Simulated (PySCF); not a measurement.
Scandium: highly charged ions in a basis for the neutral atom

Sc¹⁴⁺ [He] 2s2 2p3, Sc¹⁵⁺ [He] 2s2 2p2. Calculation: PySCF 2.14, in def2-TZVP (6s4p4d1f, 45 functions); the non-relativistic Hamiltonian (point nucleus). No spin-orbit coupling, so a gap to NIST mixes the basis error with missing relativistic terms.

Changed run: basis of the neutral atom used for a highly charged ion. This setting is unsound on purpose.

| species | method | sound run (hartree) | changed run (hartree) | converged |
| --- | --- | --- | --- | --- |
| Sc¹⁴⁺ | UHF | not run | -629.69978 | yes |
| Sc¹⁴⁺ | B3LYP | not run | -629.81724 | yes |
| Sc¹⁴⁺ | M06-L | not run | -629.97074 | yes |
| Sc¹⁵⁺ | UHF | not run | -595.42599 | yes |
| Sc¹⁵⁺ | B3LYP | not run | -595.53976 | yes |
| Sc¹⁵⁺ | M06-L | not run | -595.66739 | yes |

Ionisation energy of Sc¹⁴⁺:

| method | changed run (eV) | NIST (eV) |
| --- | --- | --- |
| UHF | 932.64 | 926.5 ± 0.7 |
| B3LYP | 932.74 | 926.5 ± 0.7 |
| M06-L | 933.44 | 926.5 ± 0.7 |

The contracted functions were made for the neutral atom and can be too rigid for a highly charged ion.
